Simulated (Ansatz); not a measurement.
Cl$_{2}$FHOZr (`[OH][Zr]([F])([Cl])[Cl]`). The species carries charge 0 and has multiplicity 1. Zr: def2 effective core potential.

```xyz
6

O    -0.552    1.023    0.887
Zr    0.241   -0.263   -0.238
F     2.115   -0.010   -0.229
Cl   -0.567    0.001   -2.423
Cl   -0.256   -2.413    0.553
H    -0.983    1.661    1.450
```

(1) What are the harmonic wavenumbers in cm⁻¹ at PBE0-D4/def2-TZVP (Ansatz, finite differences of forces, unscaled)? (An estimate is asked.)

(2) Is this a minimum?

(3) Give the ideal-gas thermochemistry at 298.15 K and 1 bar (rigid rotor, harmonic oscillator; point group Cs, symmetry number 1).

(4) Rotational constants (cm⁻¹)?

Answers

(1) Computed: 98, 127, 135, 150, 176, 227, 259, 395, 421, 677, 759, 3987.

(2) Yes, all 12 modes are real.

(3) Zero-point energy 44.3 kJ/mol; H(298) − E = 67.7 kJ/mol; entropy 381.1 J/(mol·K), of which translation 174.8, rotation 120.9, vibration 85.4; G(298) − E = -45.9 kJ/mol. Modes under 100 cm⁻¹ are hindered rotations or soft bends, so the harmonic entropy is rough.

(4) 0.06876, 0.04818, 0.04021.
